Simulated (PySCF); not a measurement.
# One molecule, a ladder of functionals, a line

Molecule: `N[SiH](N)[SiH2]S`, H$_{8}$N$_{2}$SSi$_{2}$.

Geometry (Å), atoms numbered from 1 in this order:
```xyz
13

N    -1.5347    1.2684    0.7274
Si   -0.5861   -0.1301    0.3787
N    -1.4398   -1.0636   -0.7990
Si    1.5371    0.5982   -0.3231
S     2.7241   -1.1940   -0.5762
H    -2.5075    1.1641    0.9970
H    -1.1170    2.0903    1.1470
H    -0.3352   -1.1082    1.4959
H    -1.6159   -0.6648   -1.7152
H    -1.2320   -2.0534   -0.8716
H     1.5018    1.1997   -1.6924
H     2.2119    1.5872    0.5819
H     2.3981   -1.7107    0.6301
```

GIAO shieldings (ppm, equivalent atoms averaged) in PySCF 2.14 on the PBE0-D3(BJ)/def2-SVP geometry, basis pcSseg-1, gas phase, non-relativistic:

| functional | exact exchange (%) | σ(N1/N3) | σ(Si2) | σ(Si4) |
| --- | --- | --- | --- | --- |
| BLYP | 0 | 234.9 | 352.1 | 381.9 |
| BP86 | 0 | 237.6 | 360.6 | 393.6 |
| PBE | 0 | 238.1 | 361.0 | 396.3 |
| PBE0 | 25 | 244.3 | 376.7 | 410.4 |
| mPW1PW91 | 25 | 243.7 | 376.0 | 407.6 |
| BHandHLYP | 50 | 246.5 | 384.1 | 412.2 |
| HF | 100 | 254.7 | 419.3 | 445.1 |

Question: Fit each shielding as a line in the percentage of exact exchange.

Answer: σ(N1/N3) = 237.7 + 0.18 x (rms 1.5 ppm); σ(Si2) = 358.6 + 0.60 x (rms 3.5 ppm); σ(Si4) = 391.7 + 0.53 x (rms 5.3 ppm). The functionals also differ in their semilocal parts, which the line can't hold; Hartree–Fock has no correlation at all.

Question: What does the line predict for B3LYP (20 %), and what does the run give?

Answer: σ(N1/N3): 241.3 predicted, 240.2 computed; σ(Si2): 370.6 predicted, 364.8 computed; σ(Si4): 402.3 predicted, 394.0 computed ppm.
